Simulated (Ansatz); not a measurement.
```yaml
crystal:
  periodic: [false, false, false]
  atoms:
    - {symbol: O, position_ang: [-1.001044, 0.928869, 1.001603]}
    - {symbol: Ti, position_ang: [0.115048, 0.158886, -0.151283]}
    - {symbol: O, position_ang: [1.751788, 0.150454, 0.563352]}
    - {symbol: O, position_ang: [-0.377603, -1.513804, -0.511389]}
    - {symbol: Cl, position_ang: [0.081099, 1.319607, -2.043068]}
    - {symbol: H, position_ang: [-1.786796, 1.469835, 0.912729]}
    - {symbol: H, position_ang: [2.446350, -0.506798, 0.489346]}
    - {symbol: H, position_ang: [-1.136641, -2.064148, -0.317090]}
basis:
  gaussian: {orbitals: "6-31G*"}
total_charge: 1
magnetization: {spin_polarized: true, initial_magnetization: 1}
hamiltonian: {xc: {name: HF}}
correlation: {active_space: {window: {electrons: 40, orbitals: 30}}}
accuracy: high
output: {forces: true}
```

```sh
$ ansatz run in.yaml --threads 4 --pin off --events-out ev --progress --plain --max-ram 10444MiB
```

Question: How does Ansatz answer? (Estimate.)

Answer: Computed: The input was rejected before any iteration.
```
Error: invalid value for `correlation.active_space`: it starts from restricted Hartree–Fock orbitals; set hamiltonian.xc: hf without magnetization.spin_polarized
```
